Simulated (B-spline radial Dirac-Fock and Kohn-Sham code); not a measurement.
# Core-level shifts of gadolinium with charge state

Model: Dirac-Fock (average of configuration) total-energy differences with a finite nucleus, the Breit interaction including its frequency dependence, and self-energy and vacuum-polarisation corrections. Program: a radial atomic solver. Each ion is free and in its tabulated ground configuration. Electron correlation is not included.

Reference: Gd⁷⁺, [Kr] 4d10 4f6 5s2 5p3, with K (1s) 50355.6 eV, M5 (3d5/2) 1305.4 eV, N3 (4p3/2) 395.1 eV, N5 (4d5/2) 260.8 eV, N6,7 (4f) 114.0 eV, Kα1 (K-L3) 42994.0 eV, Kβ1 (K-M3) 48688.6 eV, Lα1 (L3-M5) 6056.2 eV. Shifts from it, in eV (a dash: the subshell is empty, belongs to an open shell averaged over j, or its hole state is left out as unreliable):

| ion | configuration | K (1s) | M5 (3d5/2) | N3 (4p3/2) | N5 (4d5/2) | N6,7 (4f) | Kα1 | Kβ1 | Lα1 |
| --- | --- | --- | --- | --- | --- | --- | --- | --- | --- |
| Gd⁸⁺ | [Kr] 4d10 4f6 5s2 5p2 | +20.9 | +19.9 | +19.2 | +19.2 | +18.9 | +0.58 | +1.18 | +0.48 |
| Gd⁹⁺ | [Kr] 4d10 4f5 5s2 5p2 | +50.3 | +51.1 | +47.6 | +46.7 | +46.0 | -0.30 | -0.87 | -0.53 |
| Gd¹⁰⁺ | [Kr] 4d10 4f5 5s2 5p1 | +73.2 | +72.7 | +68.2 | +67.3 | +66.4 | +0.39 | +0.53 | +0.04 |
| Gd¹¹⁺ | [Kr] 4d10 4f5 5s2 | ? | ? | ? | ? | ? | ? | ? | ? |
| Gd¹²⁺ | [Kr] 4d10 4f4 5s2 | +130.1 | +130.1 | +120.7 | +118.8 | +117.5 | +0.24 | +0.06 | -0.29 |
| Gd¹³⁺ | [Kr] 4d10 4f5 | +148.5 | +143.9 | +135.7 | +134.7 | +132.9 | +2.61 | +5.12 | +1.97 |
| Gd¹⁴⁺ | [Kr] 4d10 4f2 5s2 | +201.9 | +205.9 | +187.0 | +183.1 | +182.3 | -1.79 | -4.19 | -2.23 |

Problem. Give the missing shifts for Gd¹¹⁺.

Solution. K (1s) +96.8, M5 (3d5/2) +95.0, N3 (4p3/2) +89.3, N5 (4d5/2) +88.4, N6,7 (4f) +87.3, Kα1 +1.13, Kβ1 +2.05, Lα1 +0.67 (eV).

Over this range K (1s) moves by +201.9 eV and Kα1 by -1.8 eV: a line is a difference of two levels that shift in the same direction.

Values without a named source are computed, but for edge energies of neutral atoms, which are taken from tables.
